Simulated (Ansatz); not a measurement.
Reaction (redistribution): `[SiH3]/N=C\[SeH]` + `C[SiH](F)[SiH2]N` → `N[SiH2][SiH](F)[SiH3]` + `C/N=C/[SeH]`

Computed with Ansatz on PBE0-D4/def2-TZVP structures; ΔE is electronic, products minus reactants. CBS: MP2 limit from def2 TZ/QZ plus the TZ coupled-cluster correction, frozen cores. Double bonds are as drawn, so ΔE can hold a change between cis and trans. DFT in def2-TZVPP. B3LYP here is the variant with VWN-RPA as its local correlation; programs differ in this. For Se outer-core shells are correlated without core-valence functions, which leaves a few kJ/mol of doubt a bond. Scalar relativity is left out up to krypton. Each species was taken in one conformer, which may not be the lowest.

(1) Is it downhill or uphill in electronic energy at CCSD(T)/CBS, and by how much? (Estimate.)

(2) What do these levels give: B3LYP-D4, ωB97M-V, B2PLYP, r2SCAN, HF/def2-TZVPP, SCS-MP2/def2-TZVPP, CCSD/def2-TZVPP, CCSD(T)/def2-TZVPP, HF/def2-QZVPP, SCS-MP2/def2-QZVPP, HF/CBS(def2), MP2/CBS(def2)? (An estimate is asked.)

Largest T1 diagnostic among the species: 0.013.

Answers

(1) Computed: Uphill: ΔE = +26.6 kcal/mol.

(2) Computed: B3LYP-D4 26.2, ωB97M-V 27.1, B2PLYP 26.8, r2SCAN 26.1, HF/def2-TZVPP 27.2, SCS-MP2/def2-TZVPP 27.9, CCSD/def2-TZVPP 25.9, CCSD(T)/def2-TZVPP 25.9, HF/def2-QZVPP 27.4, SCS-MP2/def2-QZVPP 28.4, HF/CBS(def2) 27.5, MP2/CBS(def2) 29.6 kcal/mol.

From PBE to PBE0 (25 % exact exchange), in def2-TZVPP and without D4, ΔE moves by +1.1 kcal/mol. The D4 term adds +1.0 kcal/mol with B3LYP and +0.5 kcal/mol with PBE0; it sums over pairs of atoms, weighted by their polarisabilities, and B3LYP, whose exchange is more repulsive, gets the larger term.
